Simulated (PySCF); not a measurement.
Species: GaH₄ (charge -1).
SMILES: `[GaH4-]`

The closed-shell ground state was solved at several levels (PySCF, density fitting, gas phase). Isolated species at its PBE0-D3(BJ)/def2-SVP geometry, gas phase. The geometry's basis has no diffuse functions, a weakness for an anion. Relativistic effects, spin–orbit coupling among them, are left out although an element past zinc is present. No diffuse functions stand in 6-31G*, def2-SVP, pcSseg-0, pcSseg-1, pcSseg-2 and pcSseg-3, which bears on an anion's orbital energies.

```json
{"level": "PBE0/pcSseg-1", "basis functions": "61", "HOMO (eV)": "-2.19", "LUMO (eV)": "7.08", "gap (eV)": "9.27"}
{"level": "KT2/pcSseg-2", "basis functions": "119", "HOMO (eV)": "-1.10", "LUMO (eV)": "5.07", "gap (eV)": "6.17"}
{"level": "PBE0/pcSseg-0", "basis functions": "33", "HOMO (eV)": "-2.24", "LUMO (eV)": "7.71", "gap (eV)": "9.95"}
{"level": "PBE0/pcSseg-2", "basis functions": "119", "HOMO (eV)": "-2.24", "LUMO (eV)": "5.67", "gap (eV)": "7.91"}
{"level": "KT2/pcSseg-1", "basis functions": "61", "HOMO (eV)": "-0.98", "LUMO (eV)": "6.31", "gap (eV)": "7.29"}
{"level": "wB97X-D/pcSseg-1", "basis functions": "61", "HOMO (eV)": "-4.09", "LUMO (eV)": "8.63", "gap (eV)": "12.72"}
{"level": "PBE0/aug-cc-pVDZ", "basis functions": "72", "HOMO (eV)": "-2.25", "LUMO (eV)": "3.17", "gap (eV)": "5.42"}
{"level": "PBE/pcSseg-1", "basis functions": "61", "HOMO (eV)": "-0.93", "LUMO (eV)": "6.40", "gap (eV)": "7.33"}
{"level": "PBE0/6-31G*", "basis functions": "40", "HOMO (eV)": "-2.04", "LUMO (eV)": "6.65", "gap (eV)": "8.69"}
{"level": "mPW1PW91/pcSseg-1", "basis functions": "61", "HOMO (eV)": "-2.22", "LUMO (eV)": "7.10", "gap (eV)": "9.32"}
{"level": "PBE0/pcSseg-3", "basis functions": "223", "HOMO (eV)": "-2.26", "LUMO (eV)": "4.55", "gap (eV)": "6.81"}
{"level": "PBE0/def2-SVP", "basis functions": "52", "HOMO (eV)": "-2.00", "LUMO (eV)": "7.16", "gap (eV)": "9.16"}
{"level": "PBE/pcSseg-2", "basis functions": "119", "HOMO (eV)": "-1.06", "LUMO (eV)": "5.04", "gap (eV)": "6.10"}
```

**Question.** What might B97-2/pcSseg-1 (61 basis functions) give for the same quantities?

**Answer.** HOMO -1.95 eV, LUMO 7.08 eV, gap 9.03 eV.

**Question.** Over all these levels, which gives the widest orbital gap and which the narrowest?

**Answer.** wB97X-D/pcSseg-1 (range-separated hybrid) has the widest, 12.72 eV, and PBE0/aug-cc-pVDZ (global hybrid, 25 % exact exchange) the narrowest, 5.42 eV. Functional and basis both differ between the two, so the spread mixes both effects.

**Question.** How much does the basis alone move the frontier levels among the 7 PBE0 rows?

**Answer.** The HOMO by 0.26 eV and the LUMO by 4.54 eV. By rising basis size (HOMO, LUMO in eV): pcSseg-0 -2.24, 7.71; 6-31G* -2.04, 6.65; def2-SVP -2.00, 7.16; pcSseg-1 -2.19, 7.08; aug-cc-pVDZ -2.25, 3.17; pcSseg-2 -2.24, 5.67; pcSseg-3 -2.26, 4.55.

**Question.** In the pcSseg-1 basis, how does the gap go with the fixed share of exact exchange?

**Answer.** KT2 (0 %) 7.29 eV; PBE (0 %) 7.33 eV; B97-2 (21 %) 9.03 eV; PBE0 (25 %) 9.27 eV; mPW1PW91 (25 %) 9.32 eV. Each rise in the share widens the gap here.
